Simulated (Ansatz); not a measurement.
Consider the redistribution: `[SiH3][O][Zn][Cl]` + `[Br][InH2]` → `[Cl][Zn][Br]` + `[SiH3][O][InH2]`.

Computed with Ansatz on PBE0-D4/def2-TZVP structures; ΔE is electronic, products minus reactants. CCSD(T)/CBS adds triple-zeta CCSD(T) − MP2 to the extrapolated MP2 energy (def2 sets, frozen cores). Functionals use def2-TZVPP. def2 core potentials past Kr. For Br, In, Zn outer-core shells are correlated without core-valence functions, which leaves a few kJ/mol of doubt a bond. Scalar relativity is left out up to krypton. Each species was taken in one conformer, which may not be the lowest.

Q: Is it downhill or uphill in electronic energy at CCSD(T)/CBS, and by how much? (Estimate.)

A: Ansatz gave: Downhill: ΔE = -5.4 kJ/mol.

Q: What do these levels give: PBE-D4, PBE0-D4, r2SCANh-D4, ωB97X-V, PBE, PBE0, r2SCANh, r2SCAN0, LC-ωPBE, MP2/def2-SVP, CCSD(T)/def2-SVP, CCSD(T)/def2-TZVPP? (An estimate is asked.)

A: Ansatz gave: PBE-D4 -1.6, PBE0-D4 -1.0, r2SCANh-D4 -0.5, ωB97X-V -1.0, PBE -0.6, PBE0 -0.1, r2SCANh -0.3, r2SCAN0 -0.2, LC-ωPBE 0.5, MP2/def2-SVP 3.4, CCSD(T)/def2-SVP 3.4, CCSD(T)/def2-TZVPP 1.2 kJ/mol.

Q: What do rigid-rotor, harmonic-oscillator terms from PBE0-D4/def2-TZVP frequencies (298.15 K, 1 bar) make of the CCSD(T)/CBS value? (Best estimate.)

A: Computed: ΔZPE = +0.2 kJ/mol, ΔH = -4.6 kJ/mol, ΔS = -11 J/(mol·K), ΔG = -1.2 kJ/mol. Modes under 50 cm⁻¹ make the entropy rough.

Largest T1 diagnostic among the species: 0.015.

At CCSD(T), def2-SVP lies +8.8 kJ/mol from the extrapolated value and def2-TZVPP +6.6 kJ/mol. Leaving LDA and LC-ωPBE aside and taking each functional with its dispersion term where it has one, the values, not all of them listed here, spread over 3.7 kJ/mol, from revPBE-D4 to PBE-QIDH.
